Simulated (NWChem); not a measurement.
**Total energies of H2O3P**

SMILES: [P](=O)(O)O
```xyz
6

O      1.4548    -0.0951     0.5580
P      0.2261     0.0035    -0.2747
O     -0.9312    -1.1315    -0.0139
O     -0.6771     1.3270    -0.0173
H     -0.5481    -2.0137     0.0885
H     -1.6153     1.1574    -0.1820
```
Charge 0, spin multiplicity 2.

Program: NWChem. Structure: optimised with UPBE0/def2-SVP, a minimum by its harmonic frequencies. It is one conformer; others weren't searched.

Basis set: def2-SVP (70 functions).

```csv
method,total energy (Ha),relative cost
UHF,-566.21540,1
UMP2,-566.87732,under 3
UB2PLYP,-567.63043,under 3
UPBE,-567.57072,under 3
UB3LYP,-567.96789,under 3
UTPSS,-568.00007,under 3
```

Total energies of different functionals aren't comparable as a measure of quality: only differences taken within one method are. The cost column gives rough processor time relative to UHF; each entry includes its own SCF.

The correlated methods keep 8 core orbitals frozen. B3LYP has NWChem's definition, with VWN1-RPA local correlation. The structure started from a generated list of species. No SCF solution was tested for a lower state. Open-shell Hartree-Fock references start from PBE0 orbitals; any time given for them includes that run.
